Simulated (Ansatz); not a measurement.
Start from `CC(C)[O][Sn][O]C(C)C` and change one atom or group to get `CC(C)[O][Sn][OH]`.

Ansatz, PBE0-D4/def2-TZVP geometries, multiplicity 1. Each molecule was computed in one conformer, which needn't be the lowest.

Elements past krypton have def2 core potentials.

```csv
property,`CC(C)[O][Sn][O]C(C)C`
LUMO energy (PBE0/def2-TZVPP) / eV,-1.91
size of the dipole moment (ωB97M-V/def2-TZVPP) / D,1.84
size of the dipole moment (B3LYP/def2-TZVPP) / D,1.81
HOMO energy (PBE0/def2-TZVPP) / eV,-7.20
HOMO energy (B3LYP/def2-TZVPP) / eV,-7.03
LUMO energy (ωB97M-V/def2-TZVPP) / eV,-0.26
```

Question: Give the same properties after the change, and the shifts. (An estimate is asked.)

Answer: Computed: 
```json
{"property": "LUMO energy (PBE0/def2-TZVPP) / eV", "`CC(C)[O][Sn][OH]`": "-1.82", "shift": "0.09"}
{"property": "size of the dipole moment (ωB97M-V/def2-TZVPP) / D", "`CC(C)[O][Sn][OH]`": "0.99", "shift": "-0.85"}
{"property": "size of the dipole moment (B3LYP/def2-TZVPP) / D", "`CC(C)[O][Sn][OH]`": "1.03", "shift": "-0.78"}
{"property": "HOMO energy (PBE0/def2-TZVPP) / eV", "`CC(C)[O][Sn][OH]`": "-7.59", "shift": "-0.39"}
{"property": "HOMO energy (B3LYP/def2-TZVPP) / eV", "`CC(C)[O][Sn][OH]`": "-7.39", "shift": "-0.36"}
{"property": "LUMO energy (ωB97M-V/def2-TZVPP) / eV", "`CC(C)[O][Sn][OH]`": "-0.13", "shift": "0.13"}
```

With PBE0 the HOMO falls by 0.39 eV and the LUMO rises by 0.09 eV, so the gap widens by about 0.48 eV. PBE moves the HOMO by -0.22 eV and ωB97M-V by -0.44 eV. Dipoles are sizes alone; their direction can turn.

B3LYP here is the variant with VWN-RPA as its local correlation; programs differ in this.
